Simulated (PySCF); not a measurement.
CH₅BOS₂, SMILES COB(S)S.

The structure is a stationary point at PBE0-D3(BJ)/def2-SVP. The structure was generated by enumeration, and PubChem lists no compound with its InChIKey, so it may never have been made. The values are those of a single conformer.

These are PBE/def2-TZVP in PySCF values and carry that method's errors.

Isolated molecule, no solvent.

```yaml
total_energy: -937.23154 hartree
point_group: Cs
highest_occupied_level: -6.12 eV
lowest_empty_level: -0.79 eV
orbital_gap: 5.33 eV
dipole_moment: 1.31 D
quadrupole, principal values (traceless, Buckingham form, about the centre of nuclear charge): -4.89, -1.04, 5.94 D·Å
mean_static_polarisability: 70.5 bohr³ (10.45 Å³)
polarisability_principal_values: 51.6, 74.9, 85.0 bohr³
```
